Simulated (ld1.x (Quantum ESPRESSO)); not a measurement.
**Reading a pseudo-wave (carbon (C))**

Columns: radius, all-electron u(r) and pseudo u(r) of the 2s shell (level -40.15 eV) of carbon in the configuration [He] 2s2 2p0; LDA (PZ), non-relativistic, TM scheme, ld1.x (Quantum ESPRESSO) 7.5.

| r (bohr) | all-electron | pseudo |
| --- | --- | --- |
| 0.123 | 0.4040 | -0.0920 |
| 0.245 | 0.2902 | -0.1885 |
| 0.368 | 0.0177 | -0.2963 |
| 0.490 | -0.2645 | -0.4167 |
| 0.613 | -0.5048 | -0.5496 |
| 0.735 | -0.6832 | -0.6811 |
| 0.858 | -0.8031 | -0.7933 |
| 0.980 | -0.8698 | -0.8657 |
| 1.103 | -0.8944 | -0.8940 |
| 1.225 | -0.8863 | -0.8863 |
| 1.348 | -0.8545 | -0.8545 |
| 1.470 | -0.8068 | -0.8068 |
| 1.593 | -0.7488 | -0.7488 |
| 1.715 | -0.6860 | -0.6860 |
| 1.838 | -0.6209 | -0.6209 |
| 1.960 | -0.5571 | -0.5571 |
| 2.083 | -0.4953 | -0.4953 |
| 2.205 | -0.4378 | -0.4378 |
| 2.328 | -0.3841 | -0.3841 |
| 2.450 | -0.3356 | -0.3356 |
| 2.573 | -0.2914 | -0.2914 |
| 2.695 | -0.2524 | -0.2524 |
| 2.818 | -0.2174 | -0.2174 |
| 2.940 | -0.1869 | -0.1869 |
| 3.063 | -0.1600 | -0.1600 |
| 3.185 | -0.1367 | -0.1367 |

(1) How many radial nodes do the two functions have?

(2) At about which radius was the pseudo-wave matched?

(3) Where does each function peak?

(4) Is the pseudo-wave norm-conserving?

Answers

(1) The all-electron 2s function has n − l − 1 = 1; the pseudo-wave has 0, since the states of the same l below it are removed with the core.

(2) 1.25 bohr. The columns agree to 0.0005 from 1.10 bohr on; several derivatives are matched, so the curves merge somewhat inside the radius.

(3) Outermost all-electron maximum near 1.10 bohr, pseudo maximum near 1.10 bohr (to the table’s step).

(4) Yes: the TM scheme keeps the norm inside the radius equal to the all-electron one, which fixes the energy derivative of the logarithmic derivative at the level.
